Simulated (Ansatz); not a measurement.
Consider the redistribution: `CC[Se][SiH3]` + `FC1BO1` → `CC[SeH]` + `FC1([SiH3])BO1`.

Computed with Ansatz on PBE0-D4/def2-TZVP structures; ΔE is electronic, products minus reactants. CCSD(T)/CBS is the MP2 limit (def2-TZVPP, def2-QZVPP) plus CCSD(T) − MP2 in def2-TZVPP, frozen cores. For Se outer-core shells are correlated without core-valence functions, which leaves a few kJ/mol of doubt a bond. Scalar relativity is left out up to krypton. One conformer a species, not always the lowest.

```tsv
species	CCSD(T)/CBS(def2) energy (Eh)
`CC[Se][SiH3]`	-2770.72164
`FC1BO1`	-238.98850
`CC[SeH]`	-2480.41858
`FC1([SiH3])BO1`	-529.26326
```

(1) Work out ΔE.

Largest T1 diagnostic among the species: 0.016.

## Answers

(1) ΔE = (-2480.41858) + (-529.26326) − (-2770.72164) − (-238.98850) = 0.02830 Eh = +74.3 kJ/mol.

Leaving LDA and LC-ωPBE aside and taking each functional with its dispersion term where it has one, the values, not all of them listed here, spread over 13.3 kJ/mol, from BLYP-D4 to PBE-QIDH. From r2SCAN to r2SCAN0 (25 % exact exchange), in def2-TZVPP and without D4, ΔE moves by +4.4 kJ/mol.
